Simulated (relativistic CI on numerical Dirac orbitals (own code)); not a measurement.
**Fe²⁺ in a cubic cluster: 2p photoemission with charge transfer**

Computed with a charge-transfer multiplet model of a cubic metal-ligand cluster with up to 2 ligand holes, Slater and spin-orbit integrals from Dirac-Coulomb-Breit ions, Slater integrals scaled by 0.9. The parameters are those of a tetrahedral site (10Dq negative, t2 hopping the larger). The ground state mixes d6 with configurations of k ligand holes L, whose averages lie at kΔ + k(k − 1)U_dd/2; a core hole lowers each added d electron by U_cd. 20 K, Lorentzian 0.6 eV and Gaussian 0.8 eV FWHM.

Atomic integrals in eV (Slater integrals scaled, ζ unscaled), ground: F2dd 9.813, F4dd 6.093, zeta_d 0.049; with the core hole: F2dd 11.484, F4dd 7.183, zeta_d 0.075, zeta_core 8.130, F2cd 6.732, G1cd 5.078, G3cd 2.886.

Cluster parameters (eV): Δ = 6.5, U_cd = 7.6, 10Dq = -0.2, 10Dq(ligand) = 0, V(eg) = 1.38, V(t2g) = -2.34, final-state hopping factor = 0.9.

```
         Case   n_d    d6   d7L  d8L2     S
U_dd = 6.1 eV  6.19  0.82  0.17  0.01  2.00
U_dd = 6.8 eV  6.19  0.82  0.17  0.01  2.00
U_dd = 8.2 eV  6.18  0.82  0.17  0.01  2.00
```

Weights, n_d and S are thermal averages at 20 K. Binding energies count from the first peak over 30 % of the highest in each spectrum, which can be another peak from case to case. The parameters are a model scan and need not match a compound or its usual spin state. Peaks in eV (height, largest 100):
- U_dd = 6.1 eV: 0.0 (99), 1.2 (100), 7.4 (28), 14.5 (65), 18.8 (10), 21.2 (14)
- U_dd = 6.8 eV: 0.0 (98), 1.2 (100), 7.5 (27), 14.6 (65), 18.9 (9), 21.3 (13)
- U_dd = 8.2 eV: 0.0 (97), 1.2 (100), 7.5 (25), 14.6 (66), 18.8 (9), 21.4 (12)

Curve for U_dd = 6.1 eV (points under 2 left out, the grid thinned):

```json
{"E (eV)": "-3.7", "Intensity": "2.0"}
{"E (eV)": "-3.0", "Intensity": "2.9"}
{"E (eV)": "-2.4", "Intensity": "4.2"}
{"E (eV)": "-1.7", "Intensity": "8.0"}
{"E (eV)": "-1.1", "Intensity": "20.0"}
{"E (eV)": "-0.4", "Intensity": "76.9"}
{"E (eV)": "0.2", "Intensity": "95.7"}
{"E (eV)": "0.9", "Intensity": "95.6"}
{"E (eV)": "1.5", "Intensity": "94.1"}
{"E (eV)": "2.2", "Intensity": "63.4"}
{"E (eV)": "2.8", "Intensity": "46.2"}
{"E (eV)": "3.5", "Intensity": "31.2"}
{"E (eV)": "4.2", "Intensity": "27.7"}
{"E (eV)": "4.8", "Intensity": "26.6"}
{"E (eV)": "5.5", "Intensity": "25.1"}
{"E (eV)": "6.1", "Intensity": "23.6"}
{"E (eV)": "6.8", "Intensity": "25.7"}
{"E (eV)": "7.4", "Intensity": "28.5"}
{"E (eV)": "8.1", "Intensity": "25.4"}
{"E (eV)": "8.7", "Intensity": "19.2"}
{"E (eV)": "9.4", "Intensity": "13.7"}
{"E (eV)": "10.0", "Intensity": "11.5"}
{"E (eV)": "10.7", "Intensity": "10.3"}
{"E (eV)": "11.4", "Intensity": "11.0"}
{"E (eV)": "12.0", "Intensity": "12.7"}
{"E (eV)": "12.7", "Intensity": "17.7"}
{"E (eV)": "13.3", "Intensity": "31.8"}
{"E (eV)": "14.0", "Intensity": "56.1"}
{"E (eV)": "14.6", "Intensity": "64.7"}
{"E (eV)": "15.3", "Intensity": "44.1"}
{"E (eV)": "15.9", "Intensity": "30.0"}
{"E (eV)": "16.6", "Intensity": "20.1"}
{"E (eV)": "17.2", "Intensity": "14.2"}
{"E (eV)": "17.9", "Intensity": "9.8"}
{"E (eV)": "18.6", "Intensity": "9.5"}
{"E (eV)": "19.2", "Intensity": "9.4"}
{"E (eV)": "19.9", "Intensity": "9.5"}
{"E (eV)": "20.5", "Intensity": "11.5"}
{"E (eV)": "21.2", "Intensity": "14.0"}
{"E (eV)": "21.8", "Intensity": "11.3"}
{"E (eV)": "22.5", "Intensity": "8.2"}
{"E (eV)": "23.1", "Intensity": "7.4"}
{"E (eV)": "23.8", "Intensity": "4.9"}
{"E (eV)": "24.4", "Intensity": "3.6"}
{"E (eV)": "25.1", "Intensity": "2.1"}
```

For the case U_dd = 6.1 eV, Δ = 6.5 eV is larger than U_dd = 6.1 eV, the Mott-Hubbard side of the Zaanen-Sawatzky-Allen scheme. With the core hole the average of the configuration with one ligand hole lies at Δ − U_cd = -1.1 eV before mixing: the effective hopping of about 3.7 eV (from the holes of the mixed ground state) is comparable with this gap or larger, so the configurations mix strongly.
